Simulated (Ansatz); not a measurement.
`OC[TeH]` + PH₃ → `P[TeH]` + CH₃OH at 600 K and 1 bar (ligand exchange at a Te–C bond).

Isolated molecules relaxed with PBE0-D4/def2-TZVP in Ansatz; ΔE leaves out vibrations. CBS: MP2 limit from def2 TZ/QZ plus the TZ coupled-cluster correction, frozen cores. This one scheme is used for every species. Elements past krypton have def2 core potentials. For Te outer-core shells are correlated without core-valence functions, which leaves a few kJ/mol of doubt a bond. Each species was taken in one conformer, which may not be the lowest.

```
  species  CCSD(T)/CBS energy (Eh)  H − E (kJ/mol)  S (J/(mol·K))
`OC[TeH]`               -383.33372           168.9          364.8
      PH₃               -342.72256            86.3          240.2
 `P[TeH]`               -610.46278            98.4          337.9
    CH₃OH               -115.61712           163.6          277.3
```

H − E and S are ideal-gas, rigid-rotor, harmonic terms from PBE0-D4/def2-TZVP, for one conformer and one mirror image of each species. 1 Eh = 2625.50 kJ/mol, R = 8.31446 J/(mol·K).

Q: By hand: ΔE, ΔH, ΔS and ΔG.

A: ΔE = (-610.46278) + (-115.61712) − (-383.33372) − (-342.72256) = -0.02362 Eh = -62.0 kJ/mol. Δ(H − E) = 98.4 + 163.6 − 168.9 − 86.3 = 6.8, so ΔH = -55.2 kJ/mol. ΔS = 337.9 + 277.3 − 364.8 − 240.2 = 10.2 J/(mol·K). ΔG = -55.2 − 600 × (10.2)/1000 = -61.3 kJ/mol.

Q: By hand: the equilibrium constant, and the temperature at which ΔG would vanish if ΔH and ΔS stayed fixed.

A: log₁₀ K = −ΔG/(RT ln 10) = 5.3. ΔH and −TΔS have one sign here, so there is no such temperature.

The number of gas molecules stays the same, so ΔS is small and ΔH decides. A doubt of 5 kJ/mol in ΔE shifts log₁₀ K by 0.4 here. Other conformers and mirror images would add mixing entropy, several J/(mol·K) or more a flexible species. These are equilibria of isolated gas molecules and say nothing of rates. Largest T1 diagnostic: 0.013 (customary marks: 0.02 for closed shells, 0.045 for open ones).

ΔS is within the doubt of such terms, so its sign, and with it that verdict, could turn.
